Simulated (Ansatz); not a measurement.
Start from `OC(F)(F)[SiH3]` and change one atom or group to get `O=CC(F)(F)[SiH3]`.

Ansatz, PBE0-D4/def2-TZVP geometries, multiplicity 1. Each molecule was computed in one conformer, which needn't be the lowest.

| property | `OC(F)(F)[SiH3]` |
| --- | --- |
| LUMO energy (PBE0/def2-TZVPP) / eV | 0.37 |
| HOMO energy (ωB97M-V/def2-TZVPP) / eV | -11.68 |
| size of the dipole moment (PBE/def2-TZVPP) / D | 0.71 |
| LUMO energy (ωB97M-V/def2-TZVPP) / eV | 2.00 |
| HOMO energy (PBE/def2-TZVPP) / eV | -7.85 |
| HOMO–LUMO gap (ωB97M-V/def2-TZVPP) / eV | 13.67 |

(1) Give the same properties after the change, and the shifts. (Estimate.)

Results:

(1) Ansatz gave: 
| property | `O=CC(F)(F)[SiH3]` | shift |
| --- | --- | --- |
| LUMO energy (PBE0/def2-TZVPP) / eV | -1.87 | -2.24 |
| HOMO energy (ωB97M-V/def2-TZVPP) / eV | -10.34 | 1.34 |
| size of the dipole moment (PBE/def2-TZVPP) / D | 2.27 | 1.56 |
| LUMO energy (ωB97M-V/def2-TZVPP) / eV | 0.40 | -1.60 |
| HOMO energy (PBE/def2-TZVPP) / eV | -6.39 | 1.46 |
| HOMO–LUMO gap (ωB97M-V/def2-TZVPP) / eV | 10.74 | -2.93 |

With PBE0 the HOMO rises by 1.39 eV and the LUMO falls by 2.24 eV, so the gap narrows by about 3.63 eV. PBE moves the HOMO by 1.46 eV and ωB97M-V by 1.34 eV. Dipoles are sizes alone; their direction can turn.
